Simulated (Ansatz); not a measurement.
Consider the ligand exchange at the Si–N bond: `O[Si@H](F)N[Si@H](O)Cl` + `O[SiH](O)O` → `O[SiH](O)O[SiH](O)F` + `N[SiH](O)Cl`.

Gas-phase electronic energies from Ansatz, PBE0-D4/def2-TZVP geometries. CBS: MP2 limit from def2 TZ/QZ plus the TZ coupled-cluster correction, frozen cores. DFT in def2-TZVPP. B3LYP here is the variant with VWN-RPA as its local correlation; programs differ in this. Each species was taken in one conformer, which may not be the lowest.

```csv
level,ΔE (kJ/mol),difference from CCSD(T)/CBS
PBE-D4,-45.3,7.4
r2SCAN-D4,-52.3,0.4
B3LYP-D4,-52.8,-0.1
ωB97X-V,-52.6,0.1
ωB97M-V,-51.7,1.0
r2SCAN,-53.0,-0.3
MP2/def2-TZVPP,-50.6,2.1
HF/def2-QZVPP,-69.0,-16.3
MP2/CBS(def2),-52.0,0.7
CCSD/CBS(def2),-55.3,-2.6
CCSD(T)/CBS,-52.7,0
```

Largest T1 diagnostic among the species: 0.012.

The D4 term adds +4.0 kJ/mol with B3LYP and +2.1 kJ/mol with PBE0; it sums over pairs of atoms, weighted by their polarisabilities, and B3LYP, whose exchange is more repulsive, gets the larger term. In def2-TZVPP, CCSD(T) changes the Hartree–Fock value by +16.0 kJ/mol (the triples alone add +2.6 kJ/mol) and MP2 by +16.7 kJ/mol.
